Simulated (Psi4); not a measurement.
**Predicting a hybrid from its neighbours: PbSe**

PbSe has 2 atoms, charge 0, and is taken as a singlet. SMILES: `[Se][Pb]`. Geometry: relaxed at PBE0-D4/def2-TZVP.

The dipole moment y, in D, basis def2-TZVPP with a core potential; a is the functional's share of exact exchange. Programs: Psi4 1.11.

```
functional  program     a  y (D)
       PBE     Psi4     0   3.50
    revPBE     Psi4     0   3.56
     TPSSh     Psi4   0.1   3.83
     B3LYP     Psi4   0.2   3.75
      PBE0     Psi4  0.25      ?
     BHLYP     Psi4   0.5   4.20
```

Question: Fit y = c + s·a to the known rows and predict PBE0.

Answer: 
1. Means of the 5 rows: a = 0.1600, y = 3.768.
2. Σ(Δa)² = 0.172, Σ(Δa·Δy) = 0.2186, so the slope is 0.2186/0.172 = 1.2709.
3. Intercept: 3.768 − (1.2709) × 0.1600 = 3.565. The largest residual of the fit is 0.14.
4. PBE0: 3.565 + (1.2709) × 0.25 = 3.88 D.

The run gave 3.92 D, so the prediction is off by -0.04 D, within the largest residual. More exact exchange makes the molecule more polar here.
